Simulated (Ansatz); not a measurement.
One geometry of Cs₂H₃⁻, several levels of theory.

```yaml
crystal:
  periodic: [false, false, false]
  atoms:
    - {symbol: Cs, position_ang: [1.132387, 0.795389, 1.650452]}
    - {symbol: Cs, position_ang: [2.238400, -1.704944, -1.852997]}
    - {symbol: H, position_ang: [-1.520460, 0.460323, 0.193724]}
    - {symbol: H, position_ang: [-2.009544, 0.837109, 0.648164]}
    - {symbol: H, position_ang: [0.159208, -0.387868, -0.639333]}
basis:
  gaussian: {orbitals: def2-TZVPD, initial_orbitals: start.molden}
total_charge: -1
correlation: {method: mp2}
scf: {omitted_lower_state_checks: [starts]}
output: {orbitals: {seedname: orbitals}}
```

The file start.molden holds the orbitals of an earlier run on this structure, at another level or in another basis.

```sh
$ ansatz run in.yaml --threads 4 --pin off --events-out ev --progress --plain --max-ram 3916MiB
```

Output, abridged:

```
Functional definition: HF
818 factors; integrals over basis functions are off by at most 3.0e-4 eV
mean field evaluation 1: about -1125.8573 eV, gradient 6.5e0 eV
mean field evaluation 2: about -1126.0814 eV, gradient 2.7e-1 eV
mean field evaluation 4: about -1126.0848 eV, gradient 7.3e-3 eV
mean field -1126.08482845 eV, -41.3828541579 hartree, gradient 5.3e-6 eV, S^2 0.000000; 0 other end points of the search recorded, 0 dependent functions left out; unrestricted orbitals would lower it
mean field evaluation 8: about -1126.0330 eV, gradient 1.9e0 eV
reference -1126.08482845 eV, -41.3828541579 hartree; 11, 11 occupied and 80, 80 virtual orbitals, 818 factors
second order -7.67253795 eV of doubles, -0.00000000 eV of singles
Total energy: -1133.75736640 eV, -41.6648147270 hartree
Checks for a lower state left out: starts
```

Run time 0.2 s (4 threads of AMD EPYC 9R45 on a shared host).

The first input with `hamiltonian: {xc: r2scan, dispersion: d4}` and without the key `correlation` (abridged; 0.9 s):

```
Functional definition: r2SCAN
mean field -1144.87241160 eV, -42.0732851039 hartree, gradient 1.3e-5 eV, S^2 0.000000
Total energy: -1144.95860767 eV, -42.0764527511 hartree
Checks for a lower state left out: starts
```

As the first input, with `hamiltonian: {xc: {name: LC-wPBE}}` and without the key `correlation` (abridged; 0.55 s):

```
Functional definition: LC-wPBE
mean field -1145.67146470 eV, -42.1026497635 hartree, gradient 2.2e-5 eV, S^2 0.000000
Total energy: -1145.67146470 eV, -42.1026497637 hartree
Checks for a lower state left out: starts
```

As the first input, with `gaussian: {orbitals: def2-SVPD, initial_orbitals: start.molden}`, `hamiltonian: {xc: pbe0, dispersion: d4}` and without the key `correlation` (abridged; 0.45 s):

```
Functional definition: PBE0
mean field -1144.03098933 eV, -42.0423634057 hartree, gradient 1.1e-5 eV, S^2 0.000000
Total energy: -1144.33720685 eV, -42.0536166920 hartree
Checks for a lower state left out: starts
```

The first input with `hamiltonian: {xc: pbe, dispersion: d4}`, `output: {forces: true, orbitals: {seedname: orbitals}}` and without the key `correlation` (abridged; 0.5 s):

```
Functional definition: PBE
mean field -1144.72824313 eV, -42.0679870104 hartree, gradient 2.1e-5 eV, S^2 0.000000
Total energy: -1145.09099210 eV, -42.0813177890 hartree
Atom 0 force    -0.002647     0.009424     0.014038 eV/Å
Atom 1 force     0.005595    -0.005717    -0.007821 eV/Å
Atom 2 force     0.171280    -0.133658    -0.166286 eV/Å
Atom 3 force    -0.141424     0.120001     0.151680 eV/Å
Atom 4 force    -0.032803     0.009950     0.008390 eV/Å
Dipole moment:    -0.549337     0.030623    -0.187676 e Å
Checks for a lower state left out: starts
```

As the first input, with `hamiltonian: {xc: {name: B2PLYP}}` and without the key `correlation`, `output` (abridged; 0.6 s):

```
Functional definition: B2PLYP
mean field -1137.18838507 eV, -41.7909023375 hartree, gradient 2.4e-6 eV, S^2 0.000000; unrestricted orbitals would lower it
second order -9.58256519 eV of doubles, -0.00000000 eV of singles
Total energy: -1139.77579510 eV, -41.8859879020 hartree
Checks for a lower state left out: starts
```

As the first input, with `hamiltonian: {xc: {name: PBE-QIDH}}` and without the key `correlation`, `output` (abridged; 0.55 s):

```
Functional definition: PBE-QIDH
mean field -1137.95339262 eV, -41.8190158463 hartree, gradient 2.3e-6 eV, S^2 0.000000; unrestricted orbitals would lower it
second order -8.75726698 eV of doubles, -0.00000000 eV of singles
Total energy: -1140.87249401 eV, -41.9262908437 hartree
Checks for a lower state left out: starts
```

Geometry: PBE0-D4/def2-TZVPD.

In the def2 sets Cs takes a core potential; there is no spin–orbit coupling. LC-ωPBE has ω = 0.4 bohr⁻¹. Correlated methods freeze no core orbitals; core or outer-core shells of Cs are correlated, in sets that lack core-valence functions. At MP2/def2-TZVPD, r2SCAN-D4/def2-TZVPD, PBE-D4/def2-TZVPD, B2PLYP/def2-TZVPD and others the restricted singlet (for correlated methods, its reference) is unstable: a solution with broken spin symmetry lies lower. At MP2/def2-TZVPD, r2SCAN-D4/def2-TZVPD, PBE0-D4/def2-SVPD, PBE-D4/def2-TZVPD the highest occupied level of the charge -1 singlet lies above zero (up to 0.58 eV). Its loss leaves the charge 0 doublet, which lies 0.65 eV higher (vertical, at PBE-D4/def2-TZVPD), but this difference is unsure: the doublet is doubtful (geometry relaxed on an unsound state). The restricted singlet is unstable towards broken spin symmetry at other levels; at LC-ωPBE/def2-TZVPD, PBE0-D4/def2-SVPD this wasn't settled. In the singlet, H3 and H4 lie 0.77 Å apart (atoms count from 1), so H2 has formed as a molecule. The geometry of the singlet was relaxed on an unsound state (restricted singlet, unstable towards broken spin symmetry). At PBE0-D4/def2-TZVPD a triplet of charge -1 lies 0.20 eV below the restricted singlet, each at its own geometry. The structure comes from a short search, and lower isomers may exist.
